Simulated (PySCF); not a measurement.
BiBr₂, doublet, at a GFN2-xTB geometry (such geometries of metal compounds can be far from the true shape) (the spin is typed, not shown lowest) (core potentials on Bi). Base run: PySCF with R2SCAN/def2-SV(P).

Here is a job for PySCF.
```python
from pyscf import gto, scf, dft

mol = gto.M(
    atom='''
Bi    0.687662    0.361527    0.230007
Br   -1.163655    1.022137   -1.511829
Br   -0.467088   -1.879472    0.966383
''',
    basis='def2-sv(p)',
    ecp={'Bi': 'def2-sv(p)'},
    charge=0,
    spin=1,
    verbose=4,
)

mf = dft.UKS(mol)
mf.xc = 'r2scan'
mf.kernel()
```

The base run was repeated with changes; each row names its change, and settings that it needs were set with it.

```csv
change,ΔE vs base (µEh),SCF cycles,<S^2>,outcome
base,0.0,13,0.754,converged
damp = 0.5; diis_start_cycle = 5,0.0,14,0.754,converged
level_shift = 0.1 (with mf.max_cycle = 100),0.0,13,0.754,converged
conv_tol = 1e-11,0.0,17,0.754,converged
init_guess = atom,0.0,10,0.754,converged
diis_space = 2,0.0,21,0.754,converged
init_guess = vsap,-,-,-,input refused
conv_tol = 1e-12,0.0,41,0.754,converged
diis = off; damp = 0.3 (with mf.diis_start_cycle = 200; with mf.max_cycle = 150),-,150,-,not converged
conv_tol_grad = 1e-3,0.0,13,0.754,converged
init_guess = 1e,0.0,18,0.754,converged
conv_tol_grad = 1e-7,0.0,17,0.754,converged
level_shift = 0.3 (with mf.max_cycle = 100),0.0,20,0.754,converged
```

Open shells are given as the SCF converged; they aren't shown to be the lowest states, and a large step between rows can be another state.

- init_guess = vsap: ended with `AssertionError: ECP or PP not supported`
